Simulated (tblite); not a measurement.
A geometry optimisation, step by step.

Compound: C3H5GeN.
SMILES with atom numbers: `[CH:1]#[C:2][GeH2:3][N:4]=[CH2:5]` (hydrogens: H6 on C1; H7, H8 on Ge3; H9, H10 on C5)

Computed with GFN2-xTB (tblite), gas phase: L-BFGS steps from a force-field or distance-geometry start until the largest atomic force falls under 0.01 eV/Å. 13 of its 106 geometries are shown.

Step 0: E = -372.3902 eV, largest atomic force 2.961 eV/Å
```
atom  x, y, z in Å  |  force x, y, z in eV/Å
C1      2.479   -0.570    0.588   -1.748   1.059  -0.892
C2      1.533    0.023    0.089    1.956  -1.122   1.039
Ge3     0.082    0.935   -0.668   -0.409   1.002  -0.562
N4     -1.381   -0.199   -0.810   -1.146  -1.207   2.027
C5     -1.901   -0.744    0.250    1.231   1.276  -2.371
H6      3.283   -1.083    1.018    0.203  -0.131   0.095
H7      0.464    1.440   -2.089   -0.259  -0.324   0.630
H8     -0.297    2.154    0.224    0.229  -0.458  -0.293
H9     -1.500   -0.542    1.234   -0.191  -0.204   0.319
H10    -2.753   -1.409    0.142    0.133   0.109   0.009
```

Step 9: E = -372.5493 eV, largest atomic force 0.178 eV/Å
```
atom  x, y, z in Å  |  force x, y, z in eV/Å
C1      2.462   -0.565    0.585    0.019  -0.004   0.015
C2      1.548    0.042    0.095    0.052   0.013   0.018
Ge3     0.075    0.956   -0.677    0.025   0.078  -0.026
N4     -1.376   -0.193   -0.796   -0.028  -0.056   0.167
C5     -1.875   -0.720    0.227   -0.007   0.001  -0.045
H6      3.275   -1.081    1.012    0.005  -0.021   0.008
H7      0.426    1.405   -2.054   -0.056  -0.046  -0.088
H8     -0.269    2.122    0.201    0.033   0.071   0.047
H9     -1.532   -0.573    1.256    0.013  -0.003   0.005
H10    -2.725   -1.388    0.127   -0.056  -0.033  -0.100
```

Step 18: E = -372.5698 eV, largest atomic force 0.106 eV/Å
```
atom  x, y, z in Å  |  force x, y, z in eV/Å
C1      2.476   -0.557    0.593   -0.002   0.017  -0.020
C2      1.593    0.089    0.090    0.010  -0.015  -0.009
Ge3     0.096    0.991   -0.664    0.033  -0.069   0.023
N4     -1.344   -0.167   -0.741   -0.031  -0.005   0.101
C5     -1.886   -0.736    0.233   -0.033   0.002  -0.004
H6      3.269   -1.104    1.021   -0.036   0.034  -0.014
H7      0.337    1.337   -2.099    0.020   0.033   0.058
H8     -0.203    2.184    0.204    0.029   0.027  -0.071
H9     -1.594   -0.639    1.284    0.027   0.006  -0.016
H10    -2.735   -1.393    0.056   -0.018  -0.030  -0.048
```

Step 26: E = -372.5747 eV, largest atomic force 0.056 eV/Å
```
atom  x, y, z in Å  |  force x, y, z in eV/Å
C1      2.486   -0.552    0.589   -0.019   0.002  -0.003
C2      1.606    0.093    0.081   -0.014  -0.017   0.027
Ge3     0.097    0.991   -0.653    0.044  -0.034  -0.009
N4     -1.349   -0.154   -0.713   -0.012   0.008   0.039
C5     -1.901   -0.748    0.241    0.001   0.011  -0.021
H6      3.272   -1.103    1.026   -0.011   0.038  -0.029
H7      0.329    1.333   -2.088    0.016  -0.008  -0.017
H8     -0.167    2.221    0.169   -0.001   0.019   0.016
H9     -1.618   -0.673    1.296   -0.005  -0.023  -0.014
H10    -2.744   -1.404    0.030    0.001   0.003   0.009
```

Step 35: E = -372.5767 eV, largest atomic force 0.083 eV/Å
```
atom  x, y, z in Å  |  force x, y, z in eV/Å
C1      2.487   -0.548    0.590   -0.006   0.013  -0.008
C2      1.589    0.083    0.095    0.033   0.002   0.025
Ge3     0.096    0.996   -0.649    0.049  -0.065  -0.014
N4     -1.363   -0.130   -0.698   -0.071  -0.025   0.016
C5     -1.910   -0.750    0.242    0.009   0.003  -0.008
H6      3.289   -1.084    1.013   -0.026   0.016  -0.015
H7      0.347    1.314   -2.088   -0.012  -0.017   0.014
H8     -0.149    2.239    0.154   -0.015   0.039   0.023
H9     -1.621   -0.712    1.297    0.022  -0.005  -0.012
H10    -2.757   -1.401    0.022    0.018   0.039  -0.021
```

Step 44: E = -372.5865 eV, largest atomic force 0.264 eV/Å
```
atom  x, y, z in Å  |  force x, y, z in eV/Å
C1      2.526   -0.523    0.600    0.053   0.023   0.064
C2      1.579    0.107    0.209   -0.110  -0.002  -0.137
Ge3     0.098    0.982   -0.612   -0.174  -0.059   0.133
N4     -1.477    0.011   -0.642    0.224   0.109  -0.088
C5     -1.953   -0.754    0.223   -0.045  -0.060   0.062
H6      3.373   -1.024    0.973    0.012  -0.047   0.039
H7      0.370    1.150   -2.063    0.061   0.039  -0.124
H8     -0.109    2.296    0.077   -0.034   0.032  -0.027
H9     -1.530   -0.938    1.212    0.069  -0.106   0.073
H10    -2.868   -1.302    0.000   -0.056   0.072   0.006
```

Step 52: E = -372.6226 eV, largest atomic force 0.094 eV/Å
```
atom  x, y, z in Å  |  force x, y, z in eV/Å
C1      2.553   -0.486    0.634   -0.061   0.033  -0.039
C2      1.586    0.120    0.251    0.040  -0.035  -0.047
Ge3     0.097    0.969   -0.590    0.046   0.038  -0.059
N4     -1.508    0.104   -0.549   -0.005   0.047   0.014
C5     -1.972   -0.765    0.219    0.002  -0.064   0.054
H6      3.414   -0.992    0.972   -0.022   0.003   0.071
H7      0.385    1.060   -2.056    0.003  -0.019   0.003
H8     -0.119    2.335   -0.021   -0.018   0.000   0.030
H9     -1.450   -1.195    1.082   -0.029  -0.035  -0.082
H10    -2.978   -1.146    0.035    0.043   0.033   0.054
```

Step 61: E = -372.6433 eV, largest atomic force 0.143 eV/Å
```
atom  x, y, z in Å  |  force x, y, z in eV/Å
C1      2.563   -0.469    0.644   -0.027   0.000   0.064
C2      1.624    0.146    0.211   -0.025  -0.017  -0.008
Ge3     0.112    0.973   -0.610   -0.029   0.002  -0.012
N4     -1.513    0.175   -0.455   -0.047  -0.034   0.055
C5     -1.971   -0.767    0.227    0.039  -0.018  -0.136
H6      3.389   -0.978    1.054    0.019   0.002  -0.001
H7      0.371    1.010   -2.083   -0.059   0.022  -0.003
H8     -0.141    2.339   -0.055    0.074   0.000  -0.011
H9     -1.399   -1.399    0.912    0.057   0.013   0.028
H10    -3.026   -1.024    0.132   -0.003   0.031   0.025
```

Step 70: E = -372.6560 eV, largest atomic force 0.105 eV/Å
```
atom  x, y, z in Å  |  force x, y, z in eV/Å
C1      2.519   -0.465    0.700   -0.048   0.063  -0.069
C2      1.607    0.100    0.153    0.021  -0.053   0.072
Ge3     0.104    0.966   -0.640   -0.032   0.027  -0.050
N4     -1.550    0.243   -0.388    0.019  -0.056   0.032
C5     -1.950   -0.777    0.215    0.057   0.004   0.017
H6      3.351   -0.927    1.148    0.005  -0.042   0.027
H7      0.288    1.012   -2.125   -0.031   0.003   0.033
H8     -0.033    2.341   -0.068    0.012   0.007  -0.013
H9     -1.309   -1.501    0.735   -0.040   0.059  -0.032
H10    -3.019   -0.987    0.247    0.037  -0.011  -0.017
```

Step 79: E = -372.6584 eV, largest atomic force 0.034 eV/Å
```
atom  x, y, z in Å  |  force x, y, z in eV/Å
C1      2.519   -0.465    0.692   -0.012  -0.014   0.021
C2      1.592    0.091    0.164   -0.006   0.021  -0.022
Ge3     0.102    0.972   -0.640   -0.005   0.023   0.000
N4     -1.546    0.242   -0.391   -0.006   0.007  -0.014
C5     -1.941   -0.776    0.216    0.000   0.006   0.001
H6      3.341   -0.937    1.151    0.002  -0.018  -0.003
H7      0.269    1.016   -2.125    0.005  -0.006   0.010
H8     -0.020    2.349   -0.070   -0.001   0.005  -0.009
H9     -1.301   -1.480    0.756    0.026  -0.017   0.015
H10    -3.005   -1.006    0.227   -0.002  -0.008   0.000
```

Step 88: E = -372.6615 eV, largest atomic force 0.037 eV/Å
```
atom  x, y, z in Å  |  force x, y, z in eV/Å
C1      2.457   -0.505    0.696    0.002   0.034  -0.010
C2      1.569    0.095    0.148   -0.001   0.022   0.020
Ge3     0.094    1.003   -0.653   -0.015   0.028  -0.012
N4     -1.543    0.240   -0.414   -0.011  -0.033   0.008
C5     -1.891   -0.776    0.225    0.008  -0.003  -0.006
H6      3.264   -0.998    1.161   -0.024  -0.027  -0.007
H7      0.263    1.058   -2.138    0.016  -0.003   0.011
H8     -0.044    2.377   -0.076    0.027  -0.017  -0.010
H9     -1.219   -1.424    0.797    0.000  -0.007  -0.008
H10    -2.941   -1.065    0.230   -0.002   0.005   0.015
```

Step 96: E = -372.6637 eV, largest atomic force 0.027 eV/Å
```
atom  x, y, z in Å  |  force x, y, z in eV/Å
C1      2.405   -0.519    0.701    0.008  -0.010   0.007
C2      1.549    0.115    0.141   -0.009   0.007   0.005
Ge3     0.086    1.028   -0.670   -0.014  -0.003  -0.023
N4     -1.541    0.240   -0.415    0.009   0.004   0.006
C5     -1.849   -0.783    0.234   -0.002  -0.002  -0.004
H6      3.179   -1.051    1.176    0.012  -0.008   0.001
H7      0.265    1.087   -2.154   -0.003  -0.009   0.015
H8     -0.044    2.400   -0.092   -0.007   0.013   0.001
H9     -1.147   -1.417    0.787   -0.005   0.005  -0.011
H10    -2.893   -1.093    0.269    0.014   0.002   0.003
```

Step 105: E = -372.6641 eV, largest atomic force 0.006 eV/Å
```
atom  x, y, z in Å  |  force x, y, z in eV/Å
C1      2.399   -0.521    0.704    0.000  -0.001   0.000
C2      1.543    0.121    0.153    0.002   0.000   0.001
Ge3     0.085    1.034   -0.668   -0.002  -0.003  -0.003
N4     -1.543    0.251   -0.401    0.000  -0.005   0.003
C5     -1.844   -0.783    0.233    0.001   0.003  -0.003
H6      3.173   -1.059    1.174   -0.002   0.001  -0.001
H7      0.264    1.070   -2.151    0.000   0.000   0.001
H8     -0.046    2.413   -0.108    0.000   0.002   0.002
H9     -1.135   -1.428    0.764   -0.002   0.002  -0.001
H10    -2.887   -1.093    0.278    0.003   0.001   0.000
```

Q: Summarise the path.

A: The energy falls by 0.2739 eV from step 0 to step 105; nine tenths of that is first reached at step 57. It rises by more than 0.2 meV at steps 1 and 48. The largest force goes from 2.961 to 0.006 eV/Å. Among the bonds Ge3–H8 changes most, from 1.558 to 1.495 Å; the atoms move by 0.466 Å rms after alignment.

Q: Follow the three bonds and two angles with the largest change from start to end.

A: 
| step | E above end (eV) | largest force (eV/Å) | Ge3–H8 (Å) | Ge3–H7 (Å) | N4=C5 (Å) | Ge3–N4–C5 (°) | C1–C2–Ge3 (°) |
| --- | --- | --- | --- | --- | --- | --- | --- |
| 0 | 0.2739 | 2.961 | 1.558 | 1.556 | 1.300 | 120.6 | 179.7 |
| 5 | 0.1283 | 0.230 | 1.517 | 1.506 | 1.252 | 121.1 | 179.9 |
| 9 | 0.1148 | 0.178 | 1.500 | 1.491 | 1.255 | 121.3 | 178.4 |
| 14 | 0.1006 | 0.141 | 1.500 | 1.493 | 1.251 | 125.1 | 175.7 |
| 18 | 0.0944 | 0.106 | 1.505 | 1.496 | 1.252 | 126.1 | 175.1 |
| 23 | 0.0902 | 0.053 | 1.504 | 1.492 | 1.251 | 128.0 | 174.4 |
| 27 | 0.0892 | 0.049 | 1.504 | 1.495 | 1.252 | 128.0 | 174.6 |
| 32 | 0.0882 | 0.038 | 1.503 | 1.495 | 1.251 | 129.0 | 175.5 |
| 37 | 0.0862 | 0.096 | 1.502 | 1.496 | 1.252 | 128.8 | 178.0 |
| 41 | 0.0842 | 0.102 | 1.506 | 1.491 | 1.251 | 129.4 | 177.9 |
| 46 | 0.0719 | 0.149 | 1.499 | 1.497 | 1.252 | 129.7 | 172.5 |
| 50 | 0.0584 | 0.167 | 1.494 | 1.498 | 1.250 | 130.1 | 171.5 |
| 55 | 0.0315 | 0.091 | 1.497 | 1.494 | 1.249 | 134.6 | 173.2 |
| 59 | 0.0236 | 0.144 | 1.495 | 1.497 | 1.250 | 134.7 | 173.1 |
| 64 | 0.0174 | 0.095 | 1.495 | 1.493 | 1.249 | 135.3 | 175.0 |
| 68 | 0.0110 | 0.139 | 1.494 | 1.499 | 1.249 | 133.5 | 176.5 |
| 73 | 0.0067 | 0.042 | 1.495 | 1.494 | 1.249 | 133.3 | 177.6 |
| 78 | 0.0059 | 0.033 | 1.495 | 1.495 | 1.250 | 132.8 | 179.0 |
| 82 | 0.0052 | 0.044 | 1.494 | 1.494 | 1.249 | 132.9 | 177.6 |
| 87 | 0.0028 | 0.038 | 1.495 | 1.495 | 1.250 | 131.3 | 176.7 |
| 91 | 0.0009 | 0.075 | 1.498 | 1.494 | 1.251 | 130.5 | 176.0 |
| 96 | 0.0004 | 0.027 | 1.494 | 1.496 | 1.250 | 130.2 | 175.2 |
| 100 | 0.0001 | 0.018 | 1.495 | 1.494 | 1.250 | 130.2 | 175.1 |
| 105 | 0.0000 | 0.006 | 1.495 | 1.495 | 1.250 | 130.0 | 175.3 |

What follows is the cost of the whole relaxation. The run took 0.72 s wall on one thread, Arm Neoverse N1 (aarch64), shared host with 64 logical CPUs at a one-minute load of 57.
